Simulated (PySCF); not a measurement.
## Zinc: a sound run and one with changed settings

Sound run: Zn⁺ [Ar] 3d10 4s1, Zn²⁺ [Ar] 3d10. Computed with PySCF 2.14 in jorge-DZP-DKH, with the spin-free X2C one-electron Hamiltonian (Gaussian nucleus). In the sound run the correlated levels freeze [Ar]. The sound run starts from symmetry-adapted Hartree-Fock orbitals and uses a fine grid where one is needed.

Changed run: a valence shell is frozen. This setting is unsound on purpose.

Ionisation energy of Zn⁺:

| method | sound run (eV) | changed run (eV) |
| --- | --- | --- |
| UHF | 16.805 | 16.805 |
| MP2 | 17.310 | 16.805 |
| SCS-MP2 | 17.232 | 16.805 |
| CCSD | 17.270 | 16.805 |
| CCSD(T) | 17.301 | 16.805 |
| CCSDT | n/a | 16.805 |
| FCI | n/a | 16.805 |

Freezing a valence shell removes pair correlation that changes on ionisation.

For comparison, NIST gives 17.964 eV between the lowest levels.
